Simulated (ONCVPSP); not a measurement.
# Before and after: ONCV potential for rubidium (Rb)

Rb (Z = 37), optimised norm-conserving Vanderbilt (ONCV), made with ONCVPSP 4.0.1 (LDA (Perdew-Wang 92), scalar-relativistic). Core [Ar] 3d10, reference 4s2 4p6 5s1. Waves: 4s+5s: rc 1.95 bohr, ncon 4, nbas 8, qcut 6.8 1/bohr, 2 projectors; 4p: rc 2.10 bohr, ncon 3, nbas 8, qcut 5.4 1/bohr, 1 projector; d scattering state at 0.44 Ha: rc 2.20 bohr, ncon 4, nbas 8, qcut 4.8 1/bohr, 2 projectors, debl 3.3 Ha. Local part: polynomial inside 1.70 bohr (lpopt 5, dvloc0 2 Ha). Core correction: Teter function fitted to the true core (icmod 2), fcfact 0.4.

Change: p: rc 1.62; local potential polynomial inside 1.62 bohr (lpopt 5, dvloc0 2 Ha).

Cutoffs: the cutoffs (Ha) at which the residual kinetic energy of the hardest occupied pseudo-wave falls to 1 and 0.1 mHa per electron; they do not see the model core or the augmentation charge, which bear on the density cutoff. Errors are all-electron minus pseudo energies relative to the spin-unpolarised reference configuration.

Question: How do hardness, ghosts and transferability respond?

Answer: The potential gets harder (15 Ha and 18 Ha → 15 Ha and 33 Ha); of the 4 tests that both files solve, the error grows in 0 and shrinks in 2 by more than 15 % and 0.3 meV (median size 2.3 → 0.3 meV); neither file shows a bound ghost. A smaller radius makes the pseudo-wave follow the all-electron one further in, where it bends more sharply, so more plane waves are needed.

| quantity | base | changed |
| --- | --- | --- |
| cutoff, loose | 15 Ha | 15 Ha |
| cutoff, tight | 18 Ha | 33 Ha |
| loose cutoff by channel | s 15 Ha, p 6.6 Ha | s 15 Ha, p 11 Ha |
| bound ghosts | none | none |
| GHOST(+) flags under 300 eV | none | none |
| error for 4s2 4p6 5s0, meV [ΔE 4.27 eV] | +0.6 | -0.1 |
| error for 4s2 4p6 5s0.5, meV [ΔE 1.66 eV] | 0.0 | 0.0 |
| error for 4s2 4p6 5s0 5p1, meV [ΔE 1.62 eV] | +15 | -0.4 |
| error for 4s2 4p5 5s1, meV [ΔE 21.24 eV] | +3.9 | -3.4 |
| s: phases at 1.97 bohr within 0.05 rad from the reference energy up to (Ha; the scan ends near 5) | to the end of the scan | to the end of the scan |
| d: phases at 2.24 bohr within 0.05 rad from the reference energy up to (Ha; the scan ends near 5) | to the end of the scan | to the end of the scan |
| rms error of d²Exc/dni dnj with the model core, mHa | 0.36 | 0.36 |
